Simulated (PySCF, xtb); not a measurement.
methylammonium (CH6N), SMILES C[NH3+], charge +1.

xtb with GFN2-xTB at its own geometry gives an orbital gap of 11.11 eV.

Geometry: PBE0-D3(BJ)/def2-TZVP.

Q: What does PySCF with CAM-B3LYP/def2-TZVPD give? (The exact figures need the calculation; the answer reports its results.)

A: gap 14.06 eV (levels -18.87 and -4.81 eV).
